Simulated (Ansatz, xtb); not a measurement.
Two isomers of C3H2N4

Structure X: `N#Cc1cn[nH]n1`, a singlet. Structure Y: `N#Cc1c[nH]nn1`, a singlet. Both are isolated molecules in the gas phase, relaxed with PBE0-D3(BJ)/def2-SVP.

Energies in hartree; the thermal terms are from PBE0-D3(BJ)/def2-SVP harmonic frequencies (ideal gas, rigid rotor, one conformer each, 298.15 K, 1 atm) and include the zero-point energy:

|  | X | Y |
| --- | --- | --- |
| E, CCSD(T)/def2-SVP | −333.324545 | −333.317096 |
| E, MP2/def2-SVP | −333.268534 | −333.259233 |
| E, MP2/def2-TZVPP | −333.874058 | −333.866423 |
| zero-point energy | 0.059915 | 0.059078 |
| H(298 K) − E | 0.065888 | 0.065114 |
| G(298 K) − E | 0.030938 | 0.030066 |

Task: Correct the CCSD(T) difference for the basis set by the MP2 change, then work out ΔE, ΔE₀, ΔH and ΔG for X → Y in kcal/mol (1 Eh = 627.51 kcal/mol) and the equilibrium ratio [Y]/[X].

Result: 1. Differences Y − X: CCSD(T) +0.007449, MP2 in the small set +0.009301, MP2 in the large set +0.007635 Eh.
2. ΔE = +0.007449 + (+0.007635 − (+0.009301)) = +0.005783 Eh = +3.63 kcal/mol.
3. ΔE₀ = ΔE + ΔZPE = +0.005783 + (−0.000837) Eh = +3.10 kcal/mol.
4. ΔH = ΔE + (−0.000774) Eh = +3.14 kcal/mol.
5. ΔG = ΔE + (−0.000872) Eh = +3.08 kcal/mol, so ΔS = (ΔH − ΔG)/T = +0.9 J/(mol K).
6. kT = 0.9442 mEh, so K = [Y]/[X] = exp(−ΔG/kT) = exp(−5.20) ≈ 0.0055.

Structure X is favoured at this temperature. An error of 1 kcal/mol in ΔG would change K by a factor of 5.4. Mirror images and further conformers aren't counted.

As drawn, both hold the same kinds of bond in the same numbers.

Other levels gave ΔE = +3.2 (GFN2-xTB); +1.7 (HF/STO-3G, GFN2-xTB geometries); +5.2 (r2SCAN-D4/def2-SVP, GFN2-xTB geometries); +5.1 (PBE0-D3(BJ)/def2-SVP); +4.8 (HF/def2-SVP); +5.8 (MP2/def2-SVP); +4.7 (CCSD(T)/def2-SVP) kcal/mol. The correlated steps freeze 7 core orbitals. Programs: Ansatz 0.2.0, xtb 6.7.1.
